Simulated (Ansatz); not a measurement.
`N[SiH2]O[SiH](N)Cl` + `C=N` → `C=N[SiH2]N` + `N[SiH](O)Cl`  (ligand exchange at the Si–O bond)

Calculated with Ansatz (gas phase, PBE0-D4/def2-TZVP geometries, no zero-point term in ΔE). CCSD(T)/CBS is the MP2 limit (def2-TZVPP, def2-QZVPP) plus CCSD(T) − MP2 in def2-TZVPP, frozen cores. This one scheme is used for every species. DFT in def2-TZVPP. Each species was taken in one conformer, which may not be the lowest.

Problem. Is it downhill or uphill in electronic energy at CCSD(T)/CBS, and by how much? (An estimate is asked.)

Solution. Computed: Uphill: ΔE = +19.3 kcal/mol.

Problem. What do these levels give: PBE-D4, ωB97X-V, B2PLYP, HF/def2-TZVPP, HF/def2-QZVPP, CCSD/CBS(def2)? (Best estimate.)

Solution. The calculation gave: PBE-D4 17.1, ωB97X-V 19.1, B2PLYP 18.2, HF/def2-TZVPP 20.1, HF/def2-QZVPP 20.3, CCSD/CBS(def2) 19.5 kcal/mol.

Largest T1 diagnostic among the species: 0.012.

From PBE to PBE0 (25 % exact exchange), in def2-TZVPP and without D4, ΔE moves by +1.1 kcal/mol. The D4 term adds +2.1 kcal/mol with B3LYP and +1.3 kcal/mol with PBE0; it sums over pairs of atoms, weighted by their polarisabilities, and B3LYP, whose exchange is more repulsive, gets the larger term.

B3LYP here is the variant with VWN-RPA as its local correlation; programs differ in this.
